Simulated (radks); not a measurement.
Task: These are the eigenvalues of the occupied orbitals of an atom or ion with whole-number occupations (hartree). Calculated with a radial shooting solver on a logarithmic mesh with Libxc functionals: scalar-relativistic Kohn-Sham, LB94 model potential, spin-polarised, spherical densities, finite nucleus; Fermi nuclear charge, rms radius of each element as measured or else 0.836 A^(1/3) + 0.57 fm.

orbital  eigenvalue
1s up     -436.0733
1s down   -436.0669
2s up     -57.58136
2s down   -57.57826
2p up     -50.89366
2p down   -50.89118
3s up      -9.25805
3s down    -9.25495
3p up      -7.18970
3p down    -7.18947
3d down    -3.78160
3d up      -3.77487
4s up      -2.43647

Which element is it, and in what charge state? The configuration may be excited. Open shells, if any, are filled with parallel spins first.

Result: Z = 33, arsenic, charge +4: As4+ in [Ar] 3d10 4s1. The list shows which subshells hold electrons but not how many an open one holds; the 1s level, -436.07 hartree, gives Z - s = 29.5 by -(Z - s)^2/2, which with screening and relativity narrows Z to a few neighbours, and the depths of the outer levels then fix element, charge and occupations together.
